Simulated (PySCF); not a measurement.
Electronic structure of Zr⁺ (zirconium, charge +1) at the UHF level

Configuration: [Kr] 4d2 5s1, high-spin 4F determinant. All numbers are calculated (PySCF 2.14, scalar relativity through the core potential, in aug-cc-pVDZ-PP with ECP28MDF (5s5p4d2f, 54 functions)).

```
Total energy             : -46.110366 hartree
One-electron energy      : -74.7233 hartree
Hartree (Coulomb) energy : 33.8400 hartree
Exchange energy          : -5.2270 hartree
⟨S²⟩                     : 3.7538
⟨L²⟩                     : 12.038
Sum of ⟨r⟩               : 18.64 bohr
Sum of ⟨r²⟩              : 41.59 bohr²
Time after the integrals : 0.25 s of wall time on 1 thread of Neoverse-V1 (shared host)
```

```
shell  electrons  mean orbital energy (hartree)  rms radius, mean of both spins (bohr)
 4s α          1                       -2.78838                                   1.31
 4s β          1                       -2.69746                                   1.31
 4p α          3                       -1.79453                                   1.48
 4p β          3                       -1.67861                                   1.48
 4d α          2                       -0.56825                                   2.29
 5s α          1                       -0.45569                                   3.82
```

Energies and moments cover only the electrons outside the core potential.
